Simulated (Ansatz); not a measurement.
Correlation energies of C$_{3}$H$_{10}$OSi (`CC(C)(O)[SiH3]`) by basis set

```xyz
15

C     0.259   -1.274    0.736
C     0.090   -0.122   -0.243
C     1.169    0.931   -0.029
O     0.132   -0.605   -1.586
Si   -1.645    0.649   -0.084
H     1.252   -1.727    0.616
H     0.176   -0.938    1.773
H    -0.490   -2.050    0.562
H     2.162    0.480   -0.150
H     1.122    1.357    0.977
H     1.075    1.742   -0.754
H     0.994   -1.011   -1.733
H    -1.807    1.192    1.294
H    -1.803    1.759   -1.059
H    -2.687   -0.383   -0.320
```

Total charge 0; spin multiplicity 1. Geometry: relaxed with PBE0-D4/def2-TZVP. It is one conformer, not always the lowest. Frozen core, restricted reference, Ansatz 0.2.0. CBS rows extrapolate triple and quadruple zeta; past MP2 they add the triple-zeta difference.

```json
{"basis": "def2-SVP", "HF (Eh)": "-482.97163", "MP2 corr.": "-0.72652"}
{"basis": "def2-TZVPP", "HF (Eh)": "-483.29702", "MP2 corr.": "-0.90248"}
{"basis": "def2-QZVPP", "HF (Eh)": "-483.31530", "MP2 corr.": "-0.96457"}
```

Problem. Estimate the CCSD correlation energy and the (T) correction in each basis where they were run (hartree).

Solution. 
```csv
basis,CCSD corr.,(T)
def2-SVP,-0.79350,-0.02186
def2-TZVPP,-0.95853,-0.03614
CBS(def2),-1.06661,as TZ
```
